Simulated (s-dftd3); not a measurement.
C2Cl4 (SMILES ClC(Cl)=C(Cl)Cl), singlet, geometry from GFN2-xTB; D3(zero) for revpbe in s-dftd3.

Here is a job for s-dftd3.
```
$ s-dftd3 mol.xyz --zero revpbe --json dftd3.json --noedisp --grad

# file mol.xyz
6

C      0.00305246     0.00262455     0.66926011
C     -0.00305246    -0.00262455    -0.66926011
Cl     0.00298418     1.45814059     1.57060993
Cl     0.01139454    -1.44577756     1.58195950
Cl    -0.00298418    -1.45814059    -1.57060993
Cl    -0.01139454     1.44577756    -1.58195950
```

Question: Predict the main parts of the log of this s-dftd3 run.

Answer: 
```
-----------------------------------
 s i m p l e   D F T - D 3  v1.4.0
-----------------------------------

Zero (Chai-Head-Gordon) damping: revpbe-D3(0)
--------------------
  s6         1.0000
  s8         1.0100
  s9         0.0000
 rs6         0.9230
 rs8         1.0000
 alp        14.0000
--------------------

Dispersion energy:      -7.5810609629668E-03 Eh

Gradient norm:           3.6311915226106E-03 Eh/a0
--------------------------------------------------
     #    Z           dE/dx      dE/dy      dE/dz
--------------------------------------------------
     1    6 C    -5.927E-06 -5.096E-06 -1.300E-03
     2    6 C     5.927E-06  5.096E-06  1.300E-03
     3   17 Cl   -1.869E-06 -1.108E-03 -1.106E-03
     4   17 Cl   -8.262E-06  1.099E-03 -1.115E-03
     5   17 Cl    1.869E-06  1.108E-03  1.106E-03
     6   17 Cl    8.262E-06 -1.099E-03  1.115E-03
--------------------------------------------------

Virial:
--------------------------------------------------
      component           x          y          z
--------------------------------------------------
          x      -4.453E-07  3.479E-05 -7.549E-05
          y       3.479E-05 -1.211E-02 -1.744E-05
          z      -7.549E-05 -1.744E-05 -1.652E-02
--------------------------------------------------

[Info] JSON dump of results written to 'dftd3.json'
```
